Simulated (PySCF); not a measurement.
Gas-phase reaction: MoO3 + 4 FO = MoOF4 + 6 O. Level: ωB97X-V/def2-TZVP†; standard pressure 1 bar.

Method: PySCF energies plus ideal-gas RRHO corrections (1 bar). S°(298 K) at PBE0/def2-TZVP differs from the NASA 1993 table for MoO3 (+7 J/mol/K); whether the harmonic model or the table's entry is off was not settled. † marks an energy on the PBE0/def2-TZVP geometry and frequencies. Open shells (unrestricted): FO (multiplicity 2, electronic degeneracy 4), O (multiplicity 3, electronic degeneracy 9); the rest are closed-shell singlets. Spin-orbit splitting is ignored; it lowers the true energy and changes the entropy of FO, O. Mo: scalar-relativistic def2 core potential, no spin-orbit coupling. The harmonic model lacks anharmonicity and excited electronic states, which grow with temperature; levels with a mode under 35 cm⁻¹ are left out. Strong static correlation: MoO3. Soft modes under 120 cm⁻¹ make the harmonic entropy rough for MoOF4.

| T (K) | 1000/T (1/K) | log10 K |
|---|---|---|
| 1200 | 0.8333 | 4.55 |
| 1400 | 0.7143 | ? |
| 1600 | 0.6250 | 6.19 |
| 1800 | 0.5556 | 6.77 |
| 2000 | 0.5000 | 7.24 |
| 2500 | 0.4000 | 8.15 |

Problem. Fit log10 K = a + b·(1000/T) to the five rows, get the mean ΔH° and ΔS°, and predict log10 K at 1400 K.

Solution. Means: 1000/T = 0.5828, log10 K = 6.580. Sums of products about the means: Sxy = -0.87179, Sxx = 0.105543, so b = Sxy/Sxx = -8.26 and a = 6.580 − (-8.26)×0.5828 = 11.39.
ΔH° = −R ln 10 × 1000 K × b = −19.145 × (-8.26) = 158 kJ; ΔS° = R ln 10 × a = 218 J/K. The run's own values go from 145 kJ and 208 J/K at 1200 K to 180 kJ and 228 J/K at 2500 K.
Prediction at 1400 K: 11.39 + (-8.26)×0.7143 = 5.49. The computed value is 5.47, 0.02 from the line.
For scale, ΔH°(298 K) is 112 kJ at this level, 86 kJ at ωB97M-V/def2-TZVP†, and runs from -1014 to 1562 kJ over the 18 levels computed.
